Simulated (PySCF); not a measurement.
**Do core-level shifts follow atomic charges?**

Compound: C5H4F3P.
Structure used (PBE0-D3(BJ)/def2-SVP), in Å, numbered top down from 1:
```
atom  x, y, z in Å
C1     2.884   -0.231   -0.196
C2     1.602    0.026    0.082
P3     0.502    0.729   -1.199
C4    -0.830    1.517   -0.200
C5    -1.160    0.308   -0.560
C6    -2.220   -0.720   -0.432
F7    -1.762   -1.780    0.239
F8    -3.282   -0.249    0.223
F9    -2.631   -1.141   -1.627
H10    3.304   -0.025   -1.188
H11    3.564   -0.659    0.547
H12    1.189   -0.192    1.076
H13   -1.162    2.398    0.349
```

Binding energies: delta-SCF UKS SCAN, pcX-2 on the ionised atom, pcseg-1 elsewhere, spin-free X2C (PySCF 2.14.0). Charges: PBE0/pcSseg-1 ground-state density, for the ionised atom.

```
atom                      environment  C 1s (eV)  Mulliken (e)  IAO (e)  Hirshfeld (e)  ESP (e)
  C2                 alkene CH carbon     290.49        -0.434   -0.356         -0.112   +0.116
  C1             terminal =CH2 carbon     290.57        -0.151   -0.279         -0.083   -0.461
  C4                 alkene CH carbon     291.15        -0.215   -0.275         -0.066   -0.096
  C5  fully substituted alkene carbon     291.25        -0.381   -0.218         -0.082   -0.102
  C6                       CF3 carbon     298.36        +0.910   +0.809         +0.258   +0.636
```

Problem. Give the correlation coefficient and slope of binding energy on charge for each scheme.

Solution. IAO: r = 1.00, slope 6.9 eV per e; Hirshfeld: r = 1.00, slope 21.7 eV per e; Mulliken: r = 0.97, slope 5.9 eV per e; ESP: r = 0.86, slope 7.2 eV per e. On 5 points no scheme stands out.

Problem. The point-charge model writes a binding energy as kq + V + constant, with V the potential of the other atoms' charges at the site. What does it give with the ESP charges?

Solution. V = Σ 14.40 eV Å × q/r over all other atoms: -2.39 eV at C2, +6.24 eV at C1, +1.55 eV at C4, +2.02 eV at C5, -7.43 eV at C6. Fitting binding energy − V to q gives k = 19.9 eV per e and leaves an rms residual of 1.13 eV, against 1.55 eV for the fit on q alone. The model has no term for differences in relaxation between sites.

The structure is a single PBE0-D3(BJ)/def2-SVP conformer in the gas phase; no vibrational or solvent corrections.
